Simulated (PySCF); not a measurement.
These 2 structures share the formula C8H11F3O. Method: PySCF, PBE0-D3(BJ)/def2-SVP geometry optimisation, gas phase. Energies are electronic, without zero-point or thermal terms, for one conformer each. No frequencies were run at this level. Point groups hold within 0.08 Å.

**Question.** Rank from lowest to highest electronic energy at this level (kJ/mol).
A. `C[C@@H]1[C@@H](C(F)(F)F)[C@H]2CC[C@@H]1O2`
B. `[F:1][C:2]([F:3])=[C:4]([F:5])[C@@H:6]1[CH2:7][CH2:8][CH2:9][CH2:10][CH2:11][O:12]1` with C2–C4–C6–C7 120°, C4–C6–C7–C8 167°, C6–C7–C8–C9 51°, C7–C8–C9–C10 -68°, C8–C9–C10–C11 82°

**Answer.** A (0.0), B (197.2).

As drawn, the higher has a C=C bond outside aromatic rings, which the lower lacks.

```
                                   SMILES      E (Eh)  E rel (kJ/mol)  dipole (D)  point group       A, B, C (MHz)
C[C@@H]1[C@@H](C(F)(F)F)[C@H]2CC[C@@H]1O2  -685.02935             0.0        1.25           C1  1421, 867.7, 699.0
                 FC(F)=C(F)[C@@H]1CCCCCO1  -684.95426           197.2        2.87           C1  1751, 565.4, 467.5
```
